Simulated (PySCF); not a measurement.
Compound: alpha-pinene, C10H16.
Numbering: `[CH3:1][C:2]1=[CH:3][CH2:4][C@@H:5]2[CH2:6][C@H:7]1[C:8]2([CH3:9])[CH3:10]` (hydrogens: H11, H12, H13 on C1; H14 on C3; H15, H16 on C4; H17 on C5; H18, H19 on C6; H20 on C7; H21, H22, H23 on C9; H24, H25, H26 on C10)

All values: PBE0/pcSseg-1 (PySCF, non-relativistic), on one gas-phase PBE0-D3(BJ)/def2-SVP geometry that isn't relaxed in the solvent. The solvent is an IEF-PCM continuum (van der Waals radii × 1.2). Specific hydrogen bonds and non-electrostatic terms are outside this model.

Gas phase at PBE0/pcSseg-1: HOMO -6.40 eV, LUMO 0.61 eV, dipole 0.20 D.

Question: What does the continuum do to the energy, the frontier levels and the dipole at PBE0/pcSseg-1 in tetrahydrofuran and acetonitrile?

Answer: 
| solvent | ε | E(solvent) − E(gas) (kcal/mol) | polarisation term (kcal/mol) | distortion of the solute (kcal/mol) | HOMO (eV) | LUMO (eV) | dipole (D) |
| --- | --- | --- | --- | --- | --- | --- | --- |
| tetrahydrofuran | 7.426 | -1.12 | -1.19 | 0.07 | -6.38 | 0.64 | 0.33 |
| acetonitrile | 35.69 | -1.37 | -1.47 | 0.10 | -6.39 | 0.63 | 0.37 |

The polarisation term is half the interaction of the solute with the surface charges that it induces; the rest is the cost of distorting the solute's density. The sum is the electrostatic part of solvation alone. From tetrahydrofuran to acetonitrile the lowering changes by a factor 1.22, Onsager's factor (ε − 1)/(2ε + 1) by 1.18 and ε itself by 4.8.

Question: Which IAO charges (PBE0/pcSseg-1) respond most in acetonitrile (means over atoms taken as equivalent)?

Answer: 
```json
{"atoms": "C3", "environment": "alkene CH carbon", "gas (e)": "-0.189", "solvent (e)": "-0.198", "change": "-0.009"}
{"atoms": "C1", "environment": "allylic carbon", "gas (e)": "-0.412", "solvent (e)": "-0.419", "change": "-0.007"}
{"atoms": "C10", "environment": "methyl carbon", "gas (e)": "-0.406", "solvent (e)": "-0.410", "change": "-0.004"}
{"atoms": "H19", "environment": "methylene hydrogen", "gas (e)": "+0.129", "solvent (e)": "+0.133", "change": "+0.004"}
{"atoms": "C6", "environment": "four-membered-ring carbon", "gas (e)": "-0.255", "solvent (e)": "-0.259", "change": "-0.004"}
{"atoms": "H20", "environment": "methine hydrogen", "gas (e)": "+0.117", "solvent (e)": "+0.121", "change": "+0.004"}
{"atoms": "H11/H12/H13", "environment": "methyl hydrogen", "gas (e)": "+0.142", "solvent (e)": "+0.146", "change": "+0.004"}
{"atoms": "H14", "environment": "vinylic hydrogen", "gas (e)": "+0.133", "solvent (e)": "+0.137", "change": "+0.004"}
```

The run took 49 s wall on an Arm Neoverse V2 with one thread, no GPU, shared host with 96 logical CPUs at a one-minute load of 51, and the process peaked at 1.6 GiB of memory. This is the whole shielding run at PBE0/pcSseg-1 in acetonitrile, SCF included.
